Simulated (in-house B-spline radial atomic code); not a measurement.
Configurations of Ga⁴⁺, with energies counted from [Ar] 3d9. All numbers are computed (non-relativistic PBE0, spin-polarised, spherical fractional occupations, exact exchange averaged over the configuration; point nucleus) with an all-electron radial atomic-structure program (B-spline basis), not measured. Shells without spins written out take the highest spin.

Occupations are held fixed; configurations that lie above the ionisation limit could autoionise.

```tsv
configuration	E - E(ref) (eV)	highest orbital	its <r> (bohr)
[Ar] 3d8 4d1	54.179	4d up	2.542
[Ne] 3s2 3p5 3d9 4s1	109.19	4s up	1.775
[Ne] 3s2 3p5 3d9 4p1	120.03	4p up	1.976
[Ne] 3s2 3p5 3d9 4f1	147.23	4f up	3.433
```

(1) Order these further configurations by energy, lowest first.
A. [Ar] 3d8 4p1
B. [Ar] 3d8 4s1
C. [Ar] 3d8 4f1
D. [Ne] 3s2 3p5 3d10
E. [Ne] 3s2 3p5 3d9 4d1

Results:

(1) B (27.641 eV), A (38.452 eV), C (65.569 eV), D (81.513 eV), E (135.82 eV).
